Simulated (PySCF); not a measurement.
## Excitation energy of Ba⁺ by level of theory

Ba⁺ [Xe] 6s1 (2S) → Ba⁺ [Xe] 5d1 (2D), as a difference of total energies. All numbers are calculated (PySCF 2.14, the spin-free X2C one-electron Hamiltonian (Gaussian nucleus), in aug-cc-pVDZ-X2C (8s7p5d, 54 functions)). The calculations carry no spin-orbit coupling.

```json
{"method": "UHF", "excitation energy (eV)": "0.824", "error (eV)": "+0.160"}
{"method": "LDA", "excitation energy (eV)": "0.572", "error (eV)": "-0.092"}
{"method": "PBE", "excitation energy (eV)": "0.425", "error (eV)": "-0.239"}
{"method": "PBE0", "excitation energy (eV)": "0.423", "error (eV)": "-0.241"}
{"method": "r2SCAN", "excitation energy (eV)": "0.306", "error (eV)": "-0.358"}
{"method": "B3LYP", "excitation energy (eV)": "0.543", "error (eV)": "-0.121"}
{"method": "BHandHLYP", "excitation energy (eV)": "0.586", "error (eV)": "-0.078"}
{"method": "TPSS", "excitation energy (eV)": "0.269", "error (eV)": "-0.395"}
{"method": "M06-2X", "excitation energy (eV)": "0.624", "error (eV)": "-0.040"}
```

Reference: 0.664 eV (measured; NIST levels, between the centres of gravity of the two terms).
